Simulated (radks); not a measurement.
Values are calculated unless marked as measured or tabulated.
The potassium ion K+, 18 electrons, occupied as [Ar].

Code: a radial shooting solver on a logarithmic mesh with Libxc functionals. Model: scalar-relativistic Kohn-Sham, BP86, spin-polarised, spherical densities, finite nucleus; Fermi nuclear charge, rms radius 3.4349 fm.

Energy parts (hartree):
total: -602.19980
kinetic: 605.81906
electron-nucleus: -1428.83870
Hartree: 254.34707
exchange-correlation: -33.52723

Orbitals (lengths in bohr, moments of r in powers of bohr; <r^-3> diverges for s and p1/2; r(max) is where P^2 peaks):
orbital  occ.  eigenvalue (hartree)   <1/r>  <r^-3>   r(max)
1s          2             -129.7292   18.72       -  0.05301
2s          2             -13.22311   3.799       -   0.3181
2p          6             -10.52900   3.701   155.0   0.2626
3s          2              -1.52618   1.100       -    1.076
3p          6              -0.91735  0.9596   14.54    1.154

The highest occupied level is 3p at -24.962 eV. Summed over all electrons, <r^2> = 19.44 bohr^2, which gives a Langevin (diamagnetic) susceptibility term of -15.4 x 10^-6 cm^3/mol. The electron density at the nucleus is 5216 e/bohr^3 (large components only).
